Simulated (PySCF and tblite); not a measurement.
The numbers below are computed, except where a source is named.
# Conformer ensemble of C8H6Se, numbered as in [CH:1]#[C:2][C:3]1=[CH:4][Se:5][CH2:6][C@@H:7]1[C:8]#[CH:9]

Geometries GFN2-xTB; weights from PBE0-D3(BJ)/def2-SVP (IEF-PCM, benzene) energies and GFN2-xTB thermal corrections, with symmetry numbers and mirror pairs. Conformers within 2.5 kcal/mol (GFN2-xTB free energy) were kept, 4 at most. GIAO shieldings: wB97X-D/pcSseg-1 (IEF-PCM, benzene). Shifts are against TMS (¹H), TMS (¹³C) at the same level; of two unlike H on one atom, a is the less shielded. Codes: tblite and PySCF.

The 5-ring runs over atoms 3–4–5–6–7.

| conformer | shape | symmetry | E(GFN2) kcal/mol | E(DFT) kcal/mol | G(298.15 K) kcal/mol | weight % | dipole D |
| --- | --- | --- | --- | --- | --- | --- | --- |
| 1 | 5-ring envelope (ring torsions 10, -19, 24, -18, 2°) | C1 | 0.20 | 0.00 | 0.00 | 55.7 | 0.73 |
| 2 | 5-ring envelope (ring torsions -9, 18, -24, 19, -4°) | C1 | 0.00 | 0.04 | 0.14 | 44.3 | 0.99 |

Weights (%) against temperature:

```json
{"T (K)": "250", "1": "56.3", "2": "43.7", "S(mix) cal/mol/K": "1.36"}
{"T (K)": "298.15", "1": "55.7", "2": "44.3", "S(mix) cal/mol/K": "1.36"}
{"T (K)": "350", "1": "55.3", "2": "44.7", "S(mix) cal/mol/K": "1.37"}
```

Averaged shifts at 298.15 K. ¹H: 7.12 (H4, 1H), 3.88 (H7, 1H), 3.62 (H6a, 1H), 3.47 (H6b, 1H), 2.87 (H1, 1H), 2.02 (H9, 1H) ppm. ¹³C: 154.2 (C4), 125.8 (C3), 89.8 (C8), 88.5 (C1), 83.2 (C2), 80.4 (C9), 44.5 (C7), 41.8 (C6) ppm.

Coordinates of conformer 1 (Å):

```xyz
15

C     2.917    0.608    0.386
C     1.887    0.027    0.170
C     0.668   -0.630   -0.065
C     0.553   -1.768   -0.758
Se   -1.197   -2.445   -0.919
C    -1.806   -0.719   -0.163
C    -0.609   -0.071    0.544
C    -0.678    1.372    0.421
C    -0.743    2.558    0.281
H     3.821    1.109    0.567
H     1.371   -2.308   -1.204
H    -2.141   -0.103   -1.002
H    -2.646   -0.892    0.508
H    -0.609   -0.330    1.612
H    -0.794    3.601    0.177
```

Coordinates of conformer 2 (Å):

```xyz
15

C     3.091   -0.035    0.385
C     1.966   -0.205   -0.003
C     0.640   -0.416   -0.413
C     0.283   -0.729   -1.665
Se   -1.562   -0.977   -1.942
C    -1.755   -0.873    0.027
C    -0.488   -0.214    0.585
C    -0.674    1.217    0.765
C    -0.831    2.400    0.855
H     4.078    0.118    0.706
H     0.962   -0.849   -2.492
H    -2.655   -0.308    0.268
H    -1.864   -1.898    0.391
H    -0.229   -0.658    1.553
H    -0.968    3.434    0.959
```

Spin–orbit effects of the heavy atoms on shieldings are missing. Shifts are unscaled: against experiment ¹³C can be off by 15 ppm or more and ¹H by 0.8 ppm.

Search and properties took 110 s on 1 thread of Arm Neoverse V2 (shared host) (rough), launched as `OMP_NUM_THREADS=1 python ens_run.py task.json out`.
